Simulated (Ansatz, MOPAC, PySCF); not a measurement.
Two conformers of C2H6FIn (SMILES C[CH2][InH][F]), B3LYP-D3(BJ)/def2-TZVP minima.
Conformer 1 (charge 0, multiplicity 1):
```json
[
 {"atom": "C", "x (Å)": "-1.2651", "y (Å)": "0.2462", "z (Å)": "-0.3389"},
 {"atom": "C", "x (Å)": "-0.2859", "y (Å)": "-0.6033", "z (Å)": "0.4701"},
 {"atom": "In", "x (Å)": "1.7796", "y (Å)": "-0.0313", "z (Å)": "0.1662"},
 {"atom": "F", "x (Å)": "1.7787", "y (Å)": "1.6328", "z (Å)": "-0.9260"},
 {"atom": "H", "x (Å)": "-1.1680", "y (Å)": "1.3069", "z (Å)": "-0.1074"},
 {"atom": "H", "x (Å)": "-1.1009", "y (Å)": "0.1414", "z (Å)": "-1.4119"},
 {"atom": "H", "x (Å)": "-2.2973", "y (Å)": "-0.0501", "z (Å)": "-0.1309"},
 {"atom": "H", "x (Å)": "-0.3694", "y (Å)": "-1.6635", "z (Å)": "0.2234"},
 {"atom": "H", "x (Å)": "-0.4748", "y (Å)": "-0.5202", "z (Å)": "1.5427"},
 {"atom": "H", "x (Å)": "3.4030", "y (Å)": "-0.4590", "z (Å)": "0.5128"}
]
```
Conformer 2 (charge 0, multiplicity 1):
```xyz
10

C     -1.36139     0.53785     0.05052
C     -0.29986    -0.55685     0.14347
In     1.74432     0.05750    -0.21119
F      2.91089    -1.54263    -0.03017
H     -2.35917     0.13358     0.24396
H     -1.19059     1.33548     0.77607
H     -1.38689     0.99958    -0.93841
H     -0.48482    -1.35869    -0.57389
H     -0.28960    -1.02473     1.12975
H      2.71712     1.41891    -0.59011
```

No zero-point or thermal terms.

Rows in 3-21G carry no dispersion term and start afresh at each structure; the Pople sets are all-electron and without relativity. The state reached by PM7 isn't checked; PM7 holds dispersion and hydrogen-bond terms.

Programs: Ansatz (a program for electronic structure); MOPAC for PM7 (differences of heats of formation); PySCF for 3-21G rows. Each number belongs to the level named beside it. In def2 rows elements past Kr take small-core potentials, without spin–orbit coupling.

**Question.** One of these levels gives 14.7 meV for the electronic energy of conformer 2 less that of conformer 1. Name it.
A. PBE/def2-TZVPP
B. HF/3-21G
C. PM7

**Answer.** A, PBE/def2-TZVPP. The others give -36.0 (PM7), -16.9 (HF/3-21G)
